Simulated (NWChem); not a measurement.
Program: NWChem. System: HAlCl2, charge 0, spin multiplicity 1, at a geometry optimised with PBE/def2-SVP. The structure started from a generated list of species. Level: B3LYP/cc-pVQZ, VWN1-RPA local correlation.

Output (cleaned and shortened):

```
             Northwest Computational Chemistry Package (NWChem) 7.3.0
             --------------------------------------------------------

                                NWChem Input Module
                                -------------------

 Scaling coordinates for geometry "geometry" by  1.889725989
 (inverse scale =  0.529177249)

 Turning off AUTOSYM since
 SYMMETRY directive was detected!

                             Geometry "geometry" -> ""
                             -------------------------

 Output coordinates in angstroms (scale by  1.889725989 to convert to a.u.)

  No.       Tag          Charge          X              Y              Z
 ---- ---------------- ---------- -------------- -------------- --------------
    1 Al                  13.0000     0.00000000     0.00000000     0.73228300
    2 H                    1.0000     0.00000000     0.00000000     2.31062700
    3 Cl                  17.0000    -1.80817200     0.00000000    -0.34795000
    4 Cl                  17.0000     1.80817200     0.00000000    -0.34795000

 Effective nuclear repulsion energy (a.u.)     163.2911193804

            Nuclear Dipole moment (a.u.)
            ----------------------------
        X                 Y               Z
 ---------------- ---------------- ----------------
     0.0000000000     0.0000000000     0.0000113384

      Symmetry information
      --------------------

 Group name             C2v
 Group number             16
 Group order               4
 No. of unique centers     3

      Symmetry unique atoms

     1    2    3


 Summary of "ao basis" -> "" (spherical)
 ------------------------------------------------------------------------------
       Tag                 Description            Shells   Functions and Types
 ---------------- ------------------------------  ------  ---------------------
 *                          cc-pvqz                   on all atoms

                                 NWChem DFT Module
                                 -----------------

 Summary of "ao basis" -> "ao basis" (spherical)
 ------------------------------------------------------------------------------
       Tag                 Description            Shells   Functions and Types
 ---------------- ------------------------------  ------  ---------------------
 Al                         cc-pvqz                 17       59   6s5p3d2f1g
 H                          cc-pvqz                 10       30   4s3p2d1f
[...]
 Vector   23  Occ=2.000000D+00  E=-3.341290D-01  Symmetry=a1
              MO Center= -4.3D-10, -9.3D-15,  4.4D-01, r^2= 4.6D+00
   Bfn.  Coefficient  Atom+Function         Bfn.  Coefficient  Atom+Function
  ----- ------------  ---------------      ----- ------------  ---------------
   107      0.284378  3 Cl pz               166      0.284378  4 Cl pz
   104      0.217307  3 Cl pz               163      0.217307  4 Cl pz
   101      0.167116  3 Cl pz               160      0.167116  4 Cl pz
    62     -0.152836  2 H  s                110      0.143319  3 Cl pz
   169      0.143319  4 Cl pz                 5     -0.132169  1 Al s

 Vector   24  Occ=2.000000D+00  E=-3.334401D-01  Symmetry=b1
              MO Center=  4.3D-10, -6.2D-17, -2.9D-01, r^2= 4.4D+00
   Bfn.  Coefficient  Atom+Function         Bfn.  Coefficient  Atom+Function
  ----- ------------  ---------------      ----- ------------  ---------------
   107      0.256402  3 Cl pz               166     -0.256402  4 Cl pz
   105     -0.228265  3 Cl px               164     -0.228265  4 Cl px
   104      0.195787  3 Cl pz               163     -0.195787  4 Cl pz
   102     -0.178473  3 Cl px               161     -0.178473  4 Cl px
   101      0.152878  3 Cl pz               160     -0.152878  4 Cl pz

 Vector   25  Occ=0.000000D+00  E=-6.463984D-02  Symmetry=b2
              MO Center=  6.3D-15, -2.6D-14,  8.4D-01, r^2= 4.2D+00
   Bfn.  Coefficient  Atom+Function         Bfn.  Coefficient  Atom+Function
  ----- ------------  ---------------      ----- ------------  ---------------
    17      0.553136  1 Al py                20      0.402212  1 Al py
    14      0.260632  1 Al py               109     -0.181712  3 Cl py
   168     -0.181712  4 Cl py                11      0.174949  1 Al py
   106     -0.129989  3 Cl py               165     -0.129989  4 Cl py
   103     -0.114533  3 Cl py               162     -0.114533  4 Cl py

 Vector   26  Occ=0.000000D+00  E=-3.943706D-02  Symmetry=a1
              MO Center= -6.7D-14,  2.2D-14,  4.6D-01, r^2= 5.2D+00
   Bfn.  Coefficient  Atom+Function         Bfn.  Coefficient  Atom+Function
  ----- ------------  ---------------      ----- ------------  ---------------
     6      1.039904  1 Al s                  5      0.860246  1 Al s
    95     -0.502419  3 Cl s                154     -0.502419  4 Cl s
    63     -0.401864  2 H  s                108     -0.285557  3 Cl px
   167      0.285557  4 Cl px                 3      0.255758  1 Al s
    62     -0.254587  2 H  s                 21     -0.229751  1 Al pz

 Vector   27  Occ=0.000000D+00  E= 1.022968D-02  Symmetry=b1
              MO Center= -3.0D-14,  6.4D-15,  1.2D+00, r^2= 8.0D+00
   Bfn.  Coefficient  Atom+Function         Bfn.  Coefficient  Atom+Function
  ----- ------------  ---------------      ----- ------------  ---------------
    19      1.052716  1 Al px                95      0.323800  3 Cl s
   154     -0.323800  4 Cl s                110      0.181433  3 Cl pz
   169     -0.181433  4 Cl pz                25     -0.175259  1 Al d  1
    13      0.153882  1 Al px                16      0.150844  1 Al px
    92      0.128157  3 Cl s                151     -0.128157  4 Cl s

 center of mass
 --------------
 x =   0.00000000 y =   0.00000000 z =  -0.04338013

 moments of inertia (a.u.)
 ------------------
         100.936166947122           0.000000000000           0.000000000000
           0.000000000000         917.496910011660           0.000000000000
           0.000000000000           0.000000000000         816.560743064538

     Multipole analysis of the density
     ---------------------------------

     L   x y z        total         alpha         beta         nuclear
     -   - - -        -----         -----         ----         -------
     0   0 0 0      0.000000    -24.000000    -24.000000     48.000000

     1   1 0 0     -0.000000     -0.000000     -0.000000      0.000000
     1   0 1 0     -0.000000     -0.000000     -0.000000      0.000000
     1   0 0 1      0.449727      0.224858      0.224858      0.000011

     2   2 0 0    -31.975972   -214.472246   -214.472246    396.968520
     2   1 1 0     -0.000000     -0.000000     -0.000000      0.000000
     2   1 0 1     -0.000000     -0.000000     -0.000000      0.000000
     2   0 2 0    -26.315499    -13.157749    -13.157749      0.000000
     2   0 1 1     -0.000000     -0.000000     -0.000000      0.000000
     2   0 0 2    -29.359157    -44.009531    -44.009531     58.659906

 Task  times  cpu:       25.9s     wall:       25.9s

 Total times  cpu:       25.9s     wall:       25.9s
```

Question: Write an NWChem input that would produce this output.

Answer: This is not unique; one that fits is 
```
start mol
memory heap 200 mb stack 900 mb global 1100 mb
geometry units angstroms nocenter noautoz
  Al     0.000000     0.000000     0.732283
  H      0.000000     0.000000     2.310627
  Cl    -1.808172     0.000000    -0.347950
  Cl     1.808172     0.000000    -0.347950
  symmetry group C2v
end
basis spherical
  * library cc-pvqz
end
dft
  xc b3lyp
  semidirect memsize 60000000 filesize 0
  iterations 100
end
task dft energy
```
